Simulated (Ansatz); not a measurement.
`[F][Zr]([F])([Cl])[SeH]` + H–F → `[F][Zr]([F])([F])[SeH]` + HCl at 400 K and 1 bar (ligand exchange at a Zr–Cl bond).

Calculated with Ansatz (gas phase, PBE0-D4/def2-TZVP geometries, no zero-point term in ΔE). CCSD(T)/CBS is the MP2 limit (def2-TZVPP, def2-QZVPP) plus CCSD(T) − MP2 in def2-TZVPP, frozen cores. This one scheme is used for every species. Elements past krypton have def2 core potentials. For Se, Zr outer-core shells are correlated without core-valence functions, which leaves a few kJ/mol of doubt a bond. Scalar relativity is left out up to krypton. One conformer a species, not always the lowest.

```tsv
species	CCSD(T)/CBS energy (Eh)	H − E (kJ/mol)	S (J/(mol·K))
`[F][Zr]([F])([Cl])[SeH]`	-3107.94524	69.3	430.8
H–F	-100.39570	36.5	182.2
`[F][Zr]([F])([F])[SeH]`	-2747.96381	70.2	422.6
HCl	-460.38127	29.6	195.4
```

H − E and S are ideal-gas, rigid-rotor, harmonic terms from PBE0-D4/def2-TZVP, for one conformer and one mirror image of each species. 1 Eh = 2625.50 kJ/mol, R = 8.31446 J/(mol·K).

Task: By hand: ΔE, ΔH, ΔS and ΔG.

Result: ΔE = (-2747.96381) + (-460.38127) − (-3107.94524) − (-100.39570) = -0.00414 Eh = -10.9 kJ/mol. Δ(H − E) = 70.2 + 29.6 − 69.3 − 36.5 = -6.0, so ΔH = -16.9 kJ/mol. ΔS = 422.6 + 195.4 − 430.8 − 182.2 = 5.0 J/(mol·K). ΔG = -16.9 − 400 × (5.0)/1000 = -18.9 kJ/mol.

Task: By hand: the equilibrium constant, and the temperature at which ΔG would vanish if ΔH and ΔS stayed fixed.

Result: log₁₀ K = −ΔG/(RT ln 10) = 2.5. ΔH and −TΔS have one sign here, so there is no such temperature.

The number of gas molecules stays the same, so ΔS is small and ΔH decides. A doubt of 5 kJ/mol in ΔE shifts log₁₀ K by 0.7 here. Other conformers and mirror images would add mixing entropy, several J/(mol·K) or more a flexible species. Modes under 60 cm⁻¹, often nearly free rotors, make the harmonic entropy too high. These are equilibria of isolated gas molecules and say nothing of rates. Largest T1 diagnostic: 0.016 (customary marks: 0.02 for closed shells, 0.045 for open ones).

ΔS is within the doubt of such terms, so its sign, and with it that verdict, could turn.
